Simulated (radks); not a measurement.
Values are calculated unless marked as measured or tabulated.
Mean orbital radii <r> (bohr) of the neon ion Ne+, [He] 2s2 2p5, at several levels of relativity; Dirac values are averaged over j with weights 2j + 1. Spin-unpolarised spherical Kohn-Sham, PBE, point nucleus unless stated (finite: rms radius 3.0055 fm), a radial shooting solver on a logarithmic mesh with Libxc functionals. A level marked "c x" has the speed of light scaled by that factor and shares open shells by 2j + 1; other Dirac levels either fill j = l - 1/2 first or share by 2j + 1.

1s: non-rel. 0.1582; scalar-rel., finite nucleus 0.1579; Dirac, c x 0.85 0.1578; Dirac, c x 1.25 0.1580; change of magnitude, last against first (%) -0.11
2s: non-rel. 0.8654; scalar-rel., finite nucleus 0.8639; Dirac, c x 0.85 0.8632; Dirac, c x 1.25 0.8644; change of magnitude, last against first (%) -0.11
2p: non-rel. 0.8836; scalar-rel., finite nucleus 0.8834; Dirac, c x 0.85 0.8833; Dirac, c x 1.25 0.8835; change of magnitude, last against first (%) -0.01
